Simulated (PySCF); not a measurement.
EPR parameters of C8H6FO

Compound: C8H6FO (doublet state).
Cartesian coordinates in Å at the GFN2-xTB level; atoms count from 1:
```xyz
16
C8H6FO angstrom
C      2.847    1.329    0.283
C      1.658    0.849    0.182
C      0.407    0.359    0.077
C      0.157   -1.026   -0.217
O      1.252   -1.813   -0.382
C     -1.130   -1.501   -0.320
C     -2.225   -0.659   -0.143
C     -2.028    0.689    0.144
C     -0.753    1.173    0.249
F     -0.558    2.482    0.527
H      3.386    1.351    1.221
H      3.381    1.737   -0.566
H      0.977   -2.717   -0.581
H     -1.291   -2.548   -0.542
H     -3.224   -1.052   -0.229
H     -2.863    1.356    0.286
```

The hyperfine couplings belong to this conformer and change with its torsions.

Identity: `C=[C]c1c(O)cccc1F` [radical].

Theory: UKS B3LYP, pcH-1 on C F H O, non-relativistic, mean-field spin-orbit, GIAO in PySCF 2.14.0. Geometry: GFN2-xTB, one conformer, isolated molecule. A GFN2-xTB geometry isn't a minimum of the functional, and hyperfine couplings can be far from their values at a DFT geometry. The SCF solution wasn't tested for stability. ⟨S²⟩ is 0.782 where a pure state has 0.75.

| Property | Result |
| --- | --- |
| g1, g2, g3 | 2.00213, 2.00272, 2.00334 |
| g_iso | 2.00273 |
| Form of g | rhombic: the two nearest values differ by 49 % of g3 − g1 |
| ⟨S²⟩ | 0.7825 (exact 0.7500) |
| α and β electrons | 36, 35 |

Hyperfine couplings atom by atom, in 10⁻⁴ cm⁻¹; T1 to T3 are the principal values of the dipolar part (1 × 10⁻⁴ cm⁻¹ = 2.998 MHz):

| atom | isotope | a_iso | T1 | T2 | T3 | Mulliken spin population |
| --- | --- | --- | --- | --- | --- | --- |
| C1 | 13C | -14.7 | -3.5 | 0.9 | 2.6 | -0.12 |
| C2 | 13C | 17.8 | -19.0 | -14.2 | 33.2 | 0.64 |
| C3 | 13C | -14.8 | -6.9 | 2.8 | 4.1 | -0.18 |
| C4 | 13C | 9.1 | -6.7 | -6.4 | 13.1 | 0.22 |
| O5 | 17O | -1.6 | -5.2 | 2.3 | 2.9 | 0.03 |
| C6 | 13C | -7.4 | -5.2 | 2.3 | 2.9 | -0.13 |
| C7 | 13C | 9.3 | -8.4 | -7.8 | 16.1 | 0.32 |
| C8 | 13C | -7.8 | -5.7 | 2.6 | 3.2 | -0.14 |
| C9 | 13C | 11.0 | -7.7 | -7.3 | 15.0 | 0.24 |
| F10 | 19F | 11.3 | -21.5 | -15.3 | 36.8 | 0.01 |
| H11 | 1H | 40.6 | -1.1 | -0.8 | 1.9 | 0.05 |
| H12 | 1H | 40.6 | -1.1 | -0.8 | 1.9 | 0.05 |
| H13 | 1H | -0.9 | -1.3 | -1.0 | 2.3 | 0.00 |
| H14 | 1H | 2.1 | -0.9 | -0.3 | 1.2 | 0.00 |
| H15 | 1H | -7.0 | -4.1 | 0.0 | 4.2 | -0.01 |
| H16 | 1H | 2.4 | -0.9 | -0.4 | 1.2 | 0.01 |

Largest spin populations (Mulliken): C2 (+0.64), C7 (+0.32), C9 (+0.24) and C4 (+0.22). Four atoms exceed +0.15. The positive populations add up to 1.58 and the negative ones to -0.58, together 2S = 1.

Axes: g2 points within 5° of the C8–C9 bond.

Under fast tumbling the dipolar parts average out, and these isotropic splittings remain: 2 × 1H (H11/H12, I = 1/2, 3 lines) with 4.34 mT, 1 × 19F (F10, I = 1/2, 2 lines) with 1.21 mT, 1 × 1H (H15, I = 1/2, 2 lines) with 0.75 mT, 1 × 1H (H16, I = 1/2, 2 lines) with 0.26 mT, 1 × 1H (H14, I = 1/2, 2 lines) with 0.23 mT and 1 × 1H (H13, I = 1/2, 2 lines) with 0.09 mT.

Nuclei that the bonding pattern makes equivalent are averaged, as if the motion that swaps them (rotation, inversion, ring flip) were fast.

The 13C coupling of C2 (53.3 MHz) shows only in satellite lines or after enrichment, since that isotope makes up about 1.07 % of natural carbon.

Examples of negative spin density at the nucleus (bohr⁻³): C3 (-0.0395), C1 (-0.0393) and C8 (-0.0208).
